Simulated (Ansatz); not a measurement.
Geometry optimisation, RKS r2SCAN/def2-SVP (Ansatz 0.2.0).

Input:

```yaml
crystal:
  periodic: [false, false, false]
  atoms:
    - { symbol: Si, position_ang: [0.0, 0.0, 0.0] }
    - { symbol: F, position_ang: [0.0, 0.0, 1.94] }
    - { symbol: Cl, position_ang: [2.0086, 0.0, -0.7093] }
    - { symbol: Cl, position_ang: [-1.0032, 1.7381, -0.7093] }
    - { symbol: Cl, position_ang: [-1.0032, -1.7381, -0.7093] }
    - { symbol: O, position_ang: [-1.879, 0.0, 0.6243] }
    - { symbol: H, position_ang: [-2.4241, -0.6297, 0.053] }
    - { symbol: H, position_ang: [-1.1493, 0.0, 1.6846] }
basis:
  gaussian: { orbitals: def2-SVP }
hamiltonian:
  xc: r2scan
relax:
  f_tol: 0.15
  max_steps: 25
  restrain:
    - { distance: [0, 5], at: 2.88, k: 30.0 }
    - { distance: [7, 1], at: 2.12, k: 30.0 }
    - { distance: [0, 1], at: 1.59, k: 30.0 }
    - { distance: [7, 5], at: 1.01, k: 30.0 }
```

Run as:

```bash
$ ansatz run input.yaml --threads 4 --pin off --max-ram 5120MiB --backend cpu --events-out ev --progress --plain --runs-dir out
```

Where does it end, and by what steps?

It converged. The restraints hold the end off the free minimum; the threshold counts their pulls, which the force column leaves out. Restrained pairs: Si1–O6 (1.98 → 2.88 Å), F2–H8 (1.18 → 2.12 Å), Si1–F2 (1.94 → 1.60 Å), O6–H8 (1.29 → 0.99 Å). After 7 steps the energy has fallen by 4.103 eV (the restraints' own energy left out); H8 moved furthest, 0.76 Å.

```tsv
step	energy less start (eV)	largest force component (eV/Å)	accepted
0	0.0000	3.607	yes
1	-1.0988	3.680	yes
2	-2.0015	4.655	yes
3	-2.8882	3.780	yes
4	-3.8094	1.259	yes
5	-3.9942	1.127	yes
6	-4.0677	1.043	yes
7	-4.1030	0.673	yes
```

```xyz
8
Properties=species:S:1:pos:R:3
Si 0.249 0.075 -0.170
F 0.205 0.027 1.431
Cl 2.239 -0.003 -0.632
Cl -0.486 1.792 -0.944
Cl -0.600 -1.619 -0.938
O -2.397 0.066 0.974
H -2.781 -0.774 0.681
H -1.880 -0.194 1.772
```

Run time: 25 s on 4 threads of Arm Neoverse V2, on a shared host, peak memory 0.2 GiB.
